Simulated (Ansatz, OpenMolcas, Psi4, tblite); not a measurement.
# GeO (SMILES [O]=[Ge]): methods side by side

GeO has 2 atoms, charge 0, and is taken as a singlet. As SMILES, `[O]=[Ge]`. Geometry: relaxed at PBE0-D4/def2-TZVP.

```xyz
2

O     0.0000    0.0000   -0.0230
Ge    0.0000    0.0000    1.5995
```

Each level gives the vertical ionisation energy (to the doublet cation) (eV). The values are calculated.

| level | kind | program | value (eV) | less CCSD(T)/cc-pVTZ | CPU time (all runs) |
| --- | --- | --- | --- | --- | --- |
| GFN2-xTB | semi-empirical | tblite | 16.87 | +5.78 | under 2 s |
| HF/cc-pVTZ | Hartree–Fock | Ansatz | 9.01 | -2.08 | 4.8 s |
| SVWN5/cc-pVTZ | LDA | OpenMolcas | 11.32 | +0.23 | 21 s |
| revPBE/cc-pVTZ | GGA | OpenMolcas | 10.88 | -0.21 | 31 s |
| M06-L/cc-pVTZ | meta-GGA | OpenMolcas | 10.81 | -0.28 | 41 s |
| PBE0/cc-pVTZ | global hybrid | OpenMolcas | 10.96 | -0.13 | 32 s |
| wB97X-V/cc-pVTZ | range-separated hybrid | Psi4 | 11.05 | -0.04 | 4.7 min |
| CCSD(T)/cc-pVTZ, open shells restricted | coupled cluster or CI | OpenMolcas | 11.09 | 0.00 | 41 s |

CCSD(T)/cc-pVTZ, open shells restricted is the highest level here, not the true value. All-electron rows without a relativistic Hamiltonian named are non-relativistic. The values span 9.01 to 16.87 eV. The xTB values lack the empirical shift that such differences need. In the correlated wave-function rows the outer d shell of Ge is correlated, in sets not made for it. CPU times are rough (shared hosts, several kinds of processor and program).
